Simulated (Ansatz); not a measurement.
`[CH3][GeH]([OH])[F]` → `[F][GeH]` + CH₃OH at 500 K and 1 bar (germylene formation by 1,1-elimination).

Isolated molecules relaxed with PBE0-D4/def2-TZVP in Ansatz; ΔE leaves out vibrations. CBS: MP2 limit from def2 TZ/QZ plus the TZ coupled-cluster correction, frozen cores. This one scheme is used for every species. For Ge outer-core shells are correlated without core-valence functions, which leaves a few kJ/mol of doubt a bond. Scalar relativity is left out up to krypton. One conformer a species, not always the lowest.

```json
{"species": "`[CH3][GeH]([OH])[F]`", "CCSD(T)/CBS energy (Eh)": "-2292.21807", "H − E (kJ/mol)": "202.0", "S (J/(mol·K))": "392.1"}
{"species": "`[F][GeH]`", "CCSD(T)/CBS energy (Eh)": "-2176.50038", "H − E (kJ/mol)": "39.0", "S (J/(mol·K))": "274.7"}
{"species": "CH₃OH", "CCSD(T)/CBS energy (Eh)": "-115.61712", "H − E (kJ/mol)": "157.0", "S (J/(mol·K))": "265.4"}
```

H − E and S are ideal-gas, rigid-rotor, harmonic terms from PBE0-D4/def2-TZVP, for one conformer and one mirror image of each species. 1 Eh = 2625.50 kJ/mol, R = 8.31446 J/(mol·K).

Problem. By hand: ΔE, ΔH, ΔS and ΔG.

Solution. ΔE = (-2176.50038) + (-115.61712) − (-2292.21807) = 0.10057 Eh = 264.0 kJ/mol. Δ(H − E) = 39.0 + 157.0 − 202.0 = -6.0, so ΔH = 258.0 kJ/mol. ΔS = 274.7 + 265.4 − 392.1 = 148.0 J/(mol·K). ΔG = 258.0 − 500 × (148.0)/1000 = 184.0 kJ/mol.

Problem. By hand: the equilibrium constant, and the temperature at which ΔG would vanish if ΔH and ΔS stayed fixed.

Solution. log₁₀ K = −ΔG/(RT ln 10) = -19.2. ΔG = 0 at ΔH/ΔS = 1743 K.

The number of gas molecules changes by +1, which sets the sign of ΔS. A doubt of 5 kJ/mol in ΔE shifts log₁₀ K by 0.5 here. Other conformers and mirror images would add mixing entropy, several J/(mol·K) or more a flexible species. These are equilibria of isolated gas molecules and say nothing of rates. Largest T1 diagnostic: 0.014 (customary marks: 0.02 for closed shells, 0.045 for open ones).
